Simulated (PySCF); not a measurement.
Excitations are Tamm–Dancoff values on a coarser integration grid. The basis has no diffuse functions, so Rydberg states are missing or too high.

Cartesian coordinates (Å):
SMILES: [SiH3][GeH]([SiH3])[SiH3]
```xyz
14

Si     2.2149    -0.1458     0.3394
Ge     0.0752     0.0387    -0.6925
Si    -1.0156     1.9998     0.1083
Si    -1.2335    -1.8717    -0.1317
H      3.0704     1.0309    -0.0047
H      2.0314    -0.1910     1.8227
H      2.9082    -1.3959    -0.0984
H      0.2412     0.1243    -2.2249
H     -1.1826     1.8868     1.5899
H     -2.3647     2.1472    -0.5188
H     -0.2033     3.2181    -0.1932
H     -1.3522    -1.9549     1.3566
H     -2.6042    -1.7650    -0.7188
H     -0.5852    -3.1217    -0.6338
```
Charge 0, multiplicity 1.

Task: What is the computed dipole moment, HOMO and T1 excitation (TDA) (ωB97X-D3(BJ)/def2-TZVP // PBE0-D3(BJ)/def2-SVP run with PySCF)?

Result: 
- dipole moment = 0.026 e·Å
- HOMO = -10.11 eV
- T1 excitation (TDA) = 6.24 eV
